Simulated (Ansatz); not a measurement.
Ideal-gas functions of C₂HFSe (`FC#C[SeH]`) at 400 K and 1 bar, from an Ansatz frequency run at PBE0-D4/def2-TZVP.

Molar mass 122.99 g/mol, point group Cs (symmetry number 1), electronic degeneracy 1, moments of inertia 2.18, 341.162, 343.341 u Å². Harmonic wavenumbers (cm⁻¹, unscaled): 167, 201, 355, 430, 457, 856, 1212, 2400, 2425.

Use S(trans) = R[1.5 ln M + 2.5 ln T − 1.1517]; rotational temperatures θ = 24.2544 K / I; S(rot) = R[ln(√π/σ · √(T³/θAθBθC)) + 1.5]; for each mode x = 1.438777 ν̃/T, S = R[x/(eˣ − 1) − ln(1 − e⁻ˣ)] and H = RT x/(eˣ − 1); 1 cm⁻¹ = 0.0119627 kJ/mol; R = 8.31446 J/(mol·K).

**Question.** By hand: the entropy, in J/(mol·K).

**Answer.** Translation 175.0. Rotation: θ = 11.1259, 0.0711, 0.0706 K, giving 103.9. Vibration, mode by mode: 12.68, 11.19, 6.82, 5.47, 5.06, 1.63, 0.58, 0.01, 0.01, in all 43.5. Electronic 0.0. Sum 322.4 J/(mol·K).

**Question.** By hand: H − E and G − E in kJ/mol, counted from the electronic energy.

**Answer.** Zero-point energy ½ × 8503 × 0.0119627 = 50.9; thermal vibration 9.7; translation, rotation and pV give 4 RT = 13.3. H − E = 73.9 kJ/mol, and G − E = 73.9 − 400 × 322.4/1000 = -55.1 kJ/mol.

Vibration gives 13 % of the entropy. The sum counts one conformer and one mirror image; others add a mixing term.
